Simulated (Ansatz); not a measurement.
The cluster TaPt₅⁻, relaxed as a singlet with RKS PBE0-D4/def2-SVPD in Ansatz, starting from the GFN2-xTB geometry. Force threshold 0.02 eV/Å.

In the def2 sets Pt, Ta take a core potential; there is no spin–orbit coupling. The restricted singlet is unstable towards broken spin symmetry at other levels; at PBE0-D4/def2-SVPD this wasn't settled. The relaxation made no stability test and no search for a lower SCF solution. No other spin state of charge -1 was run. Another isomer (singlet) lies 0.08 eV lower at PBE-D4/def2-TZVPD; other spin states weren't run for this one.

Start:

```xyz
6

Ta   -2.949    1.621   -0.351
Pt    1.083   -1.432   -0.177
Pt   -1.171   -2.175   -0.811
Pt    1.050    1.686    0.822
Pt    2.878    0.035    0.617
Pt   -0.892    0.265   -0.099
```

| step | energy (eV) | largest force component (eV/Å) | SCF passes |
| --- | --- | --- | --- |
| 1 | -17786.6198 | 3.161 | 134 |
| 2 | -17787.1006 | 1.427 | 76 |
| 3 | -17787.2586 | 0.280 | 83 |
| 4 | -17787.2921 | 0.221 | 78 |
| 5 | -17787.4635 | 0.842 | 83 |
| 6 | -17787.8801 | 1.263 | 66 |
| 7 | -17788.5367 | 1.989 | 62 |
| 8 | -17789.2483 | 1.013 | 57 |
| 9 | -17789.3733 | 1.887 | 55 |
| 10 | -17789.5584 | 0.268 | 60 |
| 11 | -17789.7045 | 0.686 | 57 |
| 12 | -17789.9915 | 0.718 | 56 |
| 13 | -17790.2308 | 0.514 | 54 |
| 14 | -17790.3460 | 0.645 | 58 |
| 15 | -17790.3908 | 1.131 | 58 |
| 16 | -17790.4641 | 0.347 | 56 |
| 17 (rejected) | -17790.3785 | 0.580 | 56 |
| 18 | -17790.4755 | 0.153 | 48 |
| 19 | -17790.4806 | 0.109 | 43 |
| 20 | -17790.4812 | 0.066 | 45 |
| 21 | -17790.4813 | 0.045 | 42 |
| 22 (rejected) | -17790.4788 | 0.055 | 49 |
| 23 | -17790.4820 | 0.008 | 44 |
| 24 | -17790.4822 | 0.007 | 45 |

Force components are those of the run's own axes.

End:

| atom | x (Å) | y (Å) | z (Å) |
| --- | --- | --- | --- |
| Ta1 | -2.393 | 0.125 | -0.369 |
| Pt2 | 0.593 | -1.334 | -0.441 |
| Pt3 | -1.795 | -1.951 | -1.227 |
| Pt4 | 1.616 | 2.370 | 0.744 |
| Pt5 | 2.355 | -0.035 | 0.906 |
| Pt6 | -0.376 | 0.826 | 0.386 |

Bonds lost: Pt3–Pt6 (atoms count from 1). Bonds formed: Ta1–Pt2, Ta1–Pt3, Pt5–Pt6 (atoms count from 1).

The force fell under the threshold at step 23, but the optimiser went on. No frequencies were taken in this run, so the end may be a saddle point.

Hardware: 4 threads of Arm Neoverse V1 on a shared host. Wall time 5.1 min, peak host memory 0.84 GiB.
